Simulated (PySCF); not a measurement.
Isomers of C7H5FO2, one conformer each; single-point electronic energies without zero-point terms and without any empirical dispersion term.

Level: PBE0/pcSseg-1 in PySCF, non-relativistic, each on one gas-phase PBE0-D3(BJ)/def2-SVP geometry that isn't relaxed in the solvent. The solvent is an IEF-PCM continuum (Bondi radii, 1.10 Å for H, scaled by 1.2). Specific hydrogen bonds and non-electrostatic terms are outside this model.

```
               isomer  relative energy, gas (kcal/mol)  dipole (D)
`c1c(C(=O)O)cc(F)cc1`                              0.0        0.56
 `O=C(O)C1=CC=CC=C1F`                              2.9        1.87
```

Q: How do the relative energies look in chloroform (ε = 4.711)?

A: 
| isomer | relative energy, solvent (kcal/mol) | E(solvent) − E(gas) (kcal/mol) | dipole in solvent (D) |
| --- | --- | --- | --- |
| `c1c(C(=O)O)cc(F)cc1` | 0.0 | -5.2 | 0.78 |
| `O=C(O)C1=CC=CC=C1F` | 2.6 | -5.4 | 2.35 |

The order is unchanged. Conformers: `[O:1]=[C:2]([OH:3])[c:4]1[cH:5][cH:6][cH:7][c:8]([F:9])[cH:10]1` with O1–C2–O3–H 0°, O1–C2–C4–C5 -1°; `[O:1]=[C:2]([OH:3])[c:4]1[cH:5][cH:6][cH:7][cH:8][c:9]1[F:10]` with O1–C2–O3–H 0°, O1–C2–C4–C5 -1°. `O=C(O)C1=CC=CC=C1F` gains most from the continuum, and it has the largest gas-phase dipole. The gains span 0.2 kcal/mol, the gas-phase energies 2.9 kcal/mol.
